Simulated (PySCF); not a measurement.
C₄H₄F₂, SMILES C=C=CC(F)F.

The structure is a stationary point at TPSSh-D3(BJ)/def2-SVP. Other conformers were not sampled.

These are PBE/def2-TZVP (PySCF) values and carry that method's errors.

```yaml
total_energy: -354.21162 hartree
point_group: Cs
highest_occupied_level: -7.03 eV
lowest_empty_level: -1.43 eV
orbital_gap: 5.60 eV
dipole_moment: 2.41 D
quadrupole, principal values (traceless, Buckingham form, about the centre of nuclear charge): -3.39, 0.13, 3.25 D·Å
mean_static_polarisability: 53.0 bohr³ (7.86 Å³)
polarisability_principal_values: 38.1, 39.2, 81.7 bohr³
```
